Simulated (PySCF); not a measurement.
A structure optimised at r2SCAN-D4/def2-SVP, used in a PySCF frequency run:

```xyz
8

Si     1.1887     1.3819     0.0000
Cl    -0.1930     2.9265     0.0000
Si     0.0023    -0.6259     0.0000
Cl    -1.1869    -0.7646     1.6745
Cl    -1.1869    -0.7646    -1.6745
Cl     1.3468    -2.1924     0.0000
H      2.0336     1.4660     1.2233
H      2.0336     1.4660    -1.2233
```

Write its SMILES, formula and point group.

Cl[SiH2][Si](Cl)(Cl)Cl, Cl4H2Si2, Cs

What are its rotational constants (standard atomic weights)?

1.2178, 0.64270, 0.63354 GHz
